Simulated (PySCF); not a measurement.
C5H14N2.
Z-matrix (Å and degrees, GFN2-xTB geometry), rows numbered from 1:
```
C 
N   1  1.4477
C   2  1.4490  1  115.27
C   3  1.5364  2  115.67  1    68.11
C   4  1.5253  3  111.77  2   177.84
N   5  1.4504  4  111.00  3    63.16
C   6  1.4466  5  112.93  4   179.85
H   1  1.0899  2  108.43  3    55.44
H   1  1.0999  2  114.63  3   -65.81
H   1  1.0898  2  108.45  3   173.15
H   2  1.0161  1  109.78  3   124.53
H   3  1.0939  2  107.04  1  -170.46
H   3  1.0920  2  108.16  1   -54.46
H   4  1.0926  3  109.60  2   -61.14
H   4  1.0935  3  109.37  2    57.10
H   5  1.0952  4  109.53  3   -55.16
H   5  1.1073  4  109.30  3  -172.77
H   6  1.0167  5  109.31  4    57.58
H   7  1.1021  6  113.60  5   -56.59
H   7  1.0884  6  109.07  5  -178.11
H   7  1.0904  6  108.61  5    63.70
```

Theory: TDDFT PBE0/def2-SVPD, vertical, gas phase, core orbitals frozen in the response (PySCF).

Frontier orbitals with the atoms that hold most of them (Löwdin shares over 4%, at most four atoms; ? is withheld):

| orbital | ε (eV) | atoms |
| --- | --- | --- |
| HOMO-3 | -9.54 | C4 23%, C5 15%, C3 12%, N2 7% |
| HOMO-2 | -9.36 | C3 22%, C4 20%, H14 10%, H12 10% |
| HOMO-1 | -6.51 | ? |
| HOMO | ? | N2 49%, C1 9%, N6 8%, C3 7% |
| LUMO | 0.75 | ? |
| LUMO+1 | 1.05 | C7 18%, C1 14%, H11 8%, H19 6% |
| LUMO+2 | 1.35 | H16 12%, H18 11%, H15 11%, H12 7% |

Problem. Which atoms hold the HOMO-1, and with what shares?

Solution. N6 (bonded to 2 C and H) 51%; N2 (bonded to 2 C and H) 9%; C7 (bonded to N and 3 H) 9%; C5 (bonded to C, N and 2 H) 7%. By element: nitrogen 60%, carbon 16% or more.

Problem. Which atoms hold the LUMO, and with what shares?

Solution. C7 (bonded to N and 3 H) 12%; C4 (bonded to 2 C and 2 H) 10%; C5 (bonded to C, N and 2 H) 10%; H18 (bonded to N) 10%. By element: carbon 32% or more, hydrogen 10% or more.

Problem. What is the HOMO energy, and the HOMO–LUMO gap?

Solution. ε(HOMO) = -6.06 eV; the gap is 6.81 eV (0.2501 hartree).

Problem. How does S1 compare with the orbital gap of 6.81 eV?

Solution. S1 is at 5.68 eV (f = 0.0010), 1.12 eV below the gap, made of HOMO→LUMO (73%), HOMO→LUMO+1 (19%). 

Next come S2 at 5.90 eV (f 0.0089), HOMO-1→LUMO (53%), HOMO→LUMO+1 (29%); S3 at 6.30 eV (f 0.0028), HOMO-1→LUMO (30%), HOMO→LUMO+1 (20%), HOMO→LUMO (18%); S4 at 6.33 eV (f 0.0007), HOMO→LUMO+2 (73%), HOMO→LUMO+1 (18%); S5 at 6.51 eV (f 0.0005), HOMO→LUMO+3 (46%), HOMO-1→LUMO+1 (29%).

Löwdin shares depend on the basis, the more so with diffuse functions.

One conformer stands for the species.
